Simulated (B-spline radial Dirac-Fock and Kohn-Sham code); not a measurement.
As 3p3/2: cross section and angular parameters

System: neutral arsenic, configuration [Ar] 3d10 4s2 4p3; threshold 141.2 eV (tabulated edge). The computed values come from an atomic code on a B-spline grid: Dirac-Hartree-Slater photoionisation with a Latter tail; cross sections with all multipoles, angular parameters from the dipole term and its interference with E2.

For linearly polarised light dσ/dΩ = σ/(4π) [1 + β P₂(cos θ) + (δ + γ cos²θ) sin θ cos φ], with θ from the polarisation vector and φ the angle between the beam and the projection of the electron momentum on the plane normal to the polarisation.

```tsv
hν (eV)	σ (kb)	β	γ	δ
156	336	-0.966	-0.128	0.057
229	481	0.673	0.141	0.049
238	483	0.770	0.163	0.043
337	422	1.299	0.143	0.009
400	361	1.428	0.078	0.003
493	280	1.529	0.011	0.001
509	268	1.541	0.004	0.000
536	?	?	?	?
800	130	1.624	-0.009	0.003
816	125	1.625	-0.006	0.003
958	92.4	1.628	0.031	0.004
1000	84.9	1.627	0.044	0.005
1150	63.9	1.620	0.094	0.006
2000	18.1	1.534	0.390	0.017
2070	16.6	1.526	0.413	0.018
2740	8.10	1.451	0.604	0.028
3690	3.62	1.354	0.819	0.044
4630	1.90	1.268	0.984	0.062
4910	1.60	1.245	1.027	0.067
6000	0.886	1.161	1.170	0.087
9220	0.235	0.965	1.454	0.148
15000	0.0477	0.729	1.722	0.251
```

Question: Give the values at 536 eV.

Answer: σ = 249 kb, β = 1.557, γ = -0.006, δ = 0.000.
